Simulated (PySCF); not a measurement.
**Working out the ionisation energy of Ni¹⁴⁺**

Ni¹⁴⁺ [Ne] 3s2 3p2 (3P) → Ni¹⁵⁺ [Ne] 3s2 3p1 (2P). Computed with PySCF 2.14 in an even-tempered Gaussian basis (19 s from 0.93 bohr⁻², ratio 2.5; 12 p from 1.2 bohr⁻², ratio 2.5; 5 d from 6.3 bohr⁻², ratio 2.7; 4 f from 9.5 bohr⁻², ratio 2.7), with the spin-free X2C one-electron Hamiltonian (Gaussian nucleus). Frozen: 1s2; the 22 highest virtual orbitals dropped. Energies in hartree (1 hartree = 27.21139 eV):

```csv
part,Ni¹⁴⁺ (lower),Ni¹⁵⁺ (upper)
UHF,-1428.099044,-1411.178615
MP2 opposite-spin,-0.331644,-0.321990
MP2 same-spin,-0.113996,-0.102210
```

What does Hartree-Fock give?

(-1411.178615) − (-1428.099044) = 16.920429 hartree = 460.428 eV.

What do MP2 and SCS-MP2 (6/5 opposite-spin, 1/3 same-spin) give?

The opposite-spin parts differ by 0.263 eV and the same-spin parts by 0.321 eV. MP2: 460.428 + (0.263) + (0.321) = 461.012 eV. SCS-MP2: 460.428 + 1.2 × (0.263) + (0.321)/3 = 460.851 eV.

A first-order spin-orbit estimate adds -0.082 eV to MP2 (outer shells), giving 460.930 eV against 462.8 ± 1.1 eV (semi-empirical (NIST evaluation); NIST Atomic Spectra Database, ionization energies).

What remains against the reference includes basis incompleteness, the frozen core and correlation beyond second order.
